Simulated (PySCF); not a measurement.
Job file and geometry (Å, from GFN2-xTB) of an NMR shielding run on `InChI=1S/C6H12FNSi2/c1-3-4-9-5-10(7,6-9)8-2/h8-9H,5-6H2,1-2H3/t9-,10-`, PySCF, GIAO PBE0/pcSseg-1 NMR shielding, non-relativistic, gas phase; density fitting, a coarse starting grid and PySCF grid level 2 are the driver's defaults:

```
$ OMP_NUM_THREADS=1 python probes_run.py task.json out

{"job": {"kind": "nmr", "xc": "PBE0", "basis": "pcSseg-1"}, "charge": 0, "multiplicity": 1}
C      4.940743    -0.137019    -0.335998
C      3.549840    -0.344866    -0.001996
C      2.390064    -0.517408     0.277368
Si     0.613601    -0.761535     0.698177
C     -0.279821     0.862387     1.217490
Si    -1.399320     0.784340    -0.329681
F     -1.110696     2.024542    -1.338251
N     -3.109606     0.767655    -0.277810
C     -3.893886    -0.150783     0.507877
C     -0.541011    -0.839700    -0.836921
H      5.557987    -0.249868     0.555116
H      5.258929    -0.866042    -1.081033
H      5.080325     0.865805    -0.739302
H      0.461387    -1.875533     1.644565
H     -0.796961     0.803495     2.171837
H      0.367730     1.733516     1.266848
H     -3.592714     1.632101    -0.465636
H     -3.333492    -1.074105     0.632447
H     -4.831554    -0.378772    -0.003836
H     -4.130734     0.244648     1.502052
H     -1.187606    -1.711885    -0.876479
H     -0.023615    -0.791586    -1.790822
```

**Question.** Write the output of this run.

**Answer.** 
```
coarse grid: 19352 points
cycle   1  E = -968.5453363663  dE =  1.080e+00  |g| = 8.029e-01  |ddm| = 4.518e+00
cycle   2  E = -968.4873315385  dE =  5.800e-02  |g| = 9.996e-01  |ddm| = 1.594e+00
cycle   3  E = -968.6792641480  dE = -1.919e-01  |g| = 1.382e-01  |ddm| = 8.919e-01
cycle   4  E = -968.6823974171  dE = -3.133e-03  |g| = 6.865e-02  |ddm| = 1.437e-01
cycle   5  E = -968.6834607538  dE = -1.063e-03  |g| = 2.379e-02  |ddm| = 6.128e-02
cycle   6  E = -968.6835802212  dE = -1.195e-04  |g| = 4.353e-03  |ddm| = 2.198e-02
cycle   7  E = -968.6835840459  dE = -3.825e-06  |g| = 1.334e-03  |ddm| = 5.031e-03
final grid: 178160 points
cycle   8  E = -968.7457125420  dE = -3.924e-05  |g| = 9.613e-03  |ddm| = 4.411e-02
cycle   9  E = -968.7457022031  dE =  1.034e-05  |g| = 1.171e-02  |ddm| = 1.786e-02
cycle  10  E = -968.7457351703  dE = -3.297e-05  |g| = 1.190e-03  |ddm| = 9.893e-03
cycle  11  E = -968.7457354258  dE = -2.554e-07  |g| = 3.511e-04  |ddm| = 1.228e-03
cycle  12  E = -968.7457354426  dE = -1.679e-08  |g| = 1.792e-04  |ddm| = 3.269e-04
cycle  13  E = -968.7457354501  dE = -7.568e-09  |g| = 5.186e-05  |ddm| = 1.627e-04
cycle  14  E = -968.7457354507  dE = -5.657e-10  |g| = 1.357e-05  |ddm| = 5.180e-05
converged SCF energy = -968.7457354507

GIAO shielding tensors (ppm)
atom      isotropic    diamagn.    paramagn.     s11        s22        s33       span
  0 C      180.894     251.787     -70.893    172.449    172.535    197.699     25.250
  1 C       73.032     278.183    -205.151    -21.668    -20.048    260.813    282.480
  2 C      101.800     257.108    -155.307     15.366     18.097    271.938    256.572
  3 Si     414.171     884.448    -470.277    376.891    416.800    448.821     71.930
  4 C      169.807     265.692     -95.885    130.723    185.417    193.281     62.559
  5 Si     341.968     881.353    -539.385    285.112    343.536    397.258    112.146
  6 F      337.234     472.578    -135.344    313.279    324.453    373.972     60.692
  7 N      232.860     325.016     -92.156    201.184    224.188    273.207     72.022
  8 C      158.551     242.391     -83.840    134.226    155.180    186.248     52.022
  9 C      171.371     264.928     -93.557    130.743    187.321    196.048     65.305
 10 H       29.627      25.456       4.171     24.520     27.839     36.521     12.001
 11 H       29.615      27.298       2.317     24.496     27.921     36.429     11.933
 12 H       29.606      30.053      -0.447     24.428     28.237     36.154     11.726
 13 H       26.990      30.761      -3.771     23.106     25.688     32.178      9.073
 14 H       30.723      33.517      -2.794     26.323     28.816     37.030     10.706
 15 H       30.527      34.549      -4.022     26.112     28.614     36.856     10.745
 16 H       31.059      31.068      -0.010     21.727     29.882     41.567     19.841
 17 H       29.373      30.481      -1.109     24.611     29.523     33.983      9.372
 18 H       28.862      25.702       3.160     23.544     26.491     36.551     13.007
 19 H       28.936      27.581       1.354     23.733     26.775     36.299     12.566
 20 H       30.620      33.633      -3.013     26.123     28.952     36.785     10.662
 21 H       30.526      34.635      -4.109     25.951     28.608     37.018     11.068
```

Size and cost of the density-fitted run: 244 basis functions, 82 s wall time on 1 thread of an Arm Neoverse V1, shared host; peak memory 1.1 GiB.
